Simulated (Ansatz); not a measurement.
Start from `[TeH][SiH]1CO1` and change one atom or group to get `Cl[SiH]1CO1`.

Ansatz, PBE0-D4/def2-TZVP geometries, multiplicity 1. 

Elements past krypton have def2 core potentials.

| property | `[TeH][SiH]1CO1` |
| --- | --- |
| size of the dipole moment (B3LYP/def2-TZVPP) / D | 1.71 |
| HOMO energy (B3LYP/def2-TZVPP) / eV | -6.58 |
| HOMO–LUMO gap (PBE0/def2-TZVPP) / eV | 5.78 |
| LUMO energy (ωB97M-V/def2-TZVPP) / eV | 0.81 |
| HOMO energy (PBE0/def2-TZVPP) / eV | -6.80 |
| HOMO–LUMO gap (ωB97M-V/def2-TZVPP) / eV | 9.68 |

Question: What does the change do to each property? (Estimate.)

Answer: The calculation gave: 
```tsv
property	`Cl[SiH]1CO1`	shift
size of the dipole moment (B3LYP/def2-TZVPP) / D	1.75	0.04
HOMO energy (B3LYP/def2-TZVPP) / eV	-7.67	-1.09
HOMO–LUMO gap (PBE0/def2-TZVPP) / eV	7.57	1.79
LUMO energy (ωB97M-V/def2-TZVPP) / eV	1.46	0.65
HOMO energy (PBE0/def2-TZVPP) / eV	-7.89	-1.09
HOMO–LUMO gap (ωB97M-V/def2-TZVPP) / eV	11.59	1.91
```

With PBE0 the HOMO falls by 1.09 eV and the LUMO rises by 0.69 eV, so the gap widens by about 1.78 eV. PBE moves the HOMO by -0.86 eV and ωB97M-V by -1.25 eV. Dipoles are sizes alone; their direction can turn.

B3LYP here is the variant with VWN-RPA as its local correlation; programs differ in this.

Spin–orbit coupling is left out; it splits and shifts lone-pair levels of the heavy atoms by tenths of an eV.
